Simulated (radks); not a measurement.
Coulomb parameter of the 4f shell of the erbium ion Er3+ in the model configuration [Xe] 4f9 5d2, as a second difference U = [E(n + 0.5) + E(n - 0.5) - 2 E(n)] / (0.5)^2 with all orbitals relaxed. "Bare": the charge of the atom changes with n. "Screened": the 5d shell takes up the change at fixed total charge, which measures U(4f,4f) + U(5d,5d) - 2 U(4f,5d). Method: Dirac Kohn-Sham, LDA (Slater exchange, Perdew-Wang correlation), spin-unpolarised, spherical densities, finite nucleus; open shells are shared between the two j in proportion to 2j + 1; Fermi nuclear charge, rms radius 5.2516 fm; computed with a radial shooting solver on a logarithmic mesh with Libxc functionals.

case	configuration	E - E(n) (eV)
start	[Xe] 4f9 5d2	0.000
bare +0.5	[Xe] 4f9.5 5d2	-23.040
bare -0.5	[Xe] 4f8.5 5d2	28.372
screened +0.5	[Xe] 4f9.5 5d1.5	-10.316
screened -0.5	[Xe] 4f8.5 5d2.5	11.960

U(bare) = 21.329 eV, U(screened by 5d) = 6.574 eV.
